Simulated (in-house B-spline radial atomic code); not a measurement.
Atomic self-consistent-field run: Tc³⁺. Method: non-relativistic B97-1, spin-polarised, spherical fractional occupations, exact exchange averaged over the configuration, point nucleus. Calculated with a radial B-spline atomic code at the basis-set limit.

Command:
```bash
python run_scf.py task.json out
```
Settings:
```
Z                43
configuration    [Kr] 4d4
hamiltonian      nr
method           b97_1
spin_polarised   True
exact_exchange   averaged over the configuration
```

Output (hartree, bohr):
```
 radial grid: 51 intervals, B-splines of order 8, outer radius 28.1081 bohr

 iter        energy (Eh)    residual
    1       -4196.668893    5.40e-01
    2       -4201.690286    3.16e-01
    3       -4204.633439    7.38e-02
    4       -4204.779723    1.99e-02
    5       -4204.786300    1.01e-02
    6       -4204.788421    2.04e-03
    7       -4204.788459    1.84e-04
    8       -4204.788460    5.03e-05
    9       -4204.788460    1.54e-06
   10       -4204.788460    6.96e-08

 total energy                     -4204.78846
 kinetic                            4202.7417
 electron-nucleus                  -9961.9850
 Hartree                            1679.7583
 exact exchange                      -25.8869
 exchange-correlation                -99.4166

 orbital      occ     eigenvalue          <r>       <r^2>       <1/r>     <1/r^3>       r_max
 1s up      1.000      -750.1819    0.0354468  0.00168144     42.4825           -     0.02345
 1s down    1.000      -750.1820    0.0354467  0.00168143     42.4826           -     0.02345
 2s up      1.000      -106.7591     0.154655   0.0281165      9.5979           -      0.1308
 2s down    1.000      -106.7323      0.15464   0.0281114     9.59908           -      0.1308
 2p up      3.000       -98.5876     0.132543   0.0214025     9.58675     2485.25      0.1029
 2p down    3.000       -98.5660     0.132524   0.0213961     9.58796     2485.97      0.1029
 3s up      1.000       -19.7147     0.426929    0.208494     3.34956           -      0.3833
 3s down    1.000       -19.7004     0.426742    0.208245     3.34995           -      0.3834
 3p up      3.000       -16.5347     0.421211    0.206146     3.25825     415.903      0.3706
 3p down    3.000       -16.5176     0.420973    0.205823     3.25868     415.795      0.3707
 3d up      5.000       -10.7147     0.398045    0.189863     3.08383     62.2485      0.3112
 3d down    5.000       -10.6845     0.397875    0.189556      3.0836     62.2037      0.3115
 4s up      1.000        -3.8433      1.08147     1.32179     1.25191           -      0.9729
 4s down    1.000        -3.7104       1.0785     1.31584     1.25699           -      0.9708
 4p up      3.000        -2.8896      1.16978     1.55965     1.14347     62.5053       1.031
 4p down    3.000        -2.7421      1.16973     1.56278     1.14578     62.8861       1.027
 4d up      4.000        -1.4043      1.48813     2.59181    0.880955     5.90755       1.229
```

Run time, properties included: 0.54 s on 1 thread of Arm Neoverse N1, with other jobs on the host.
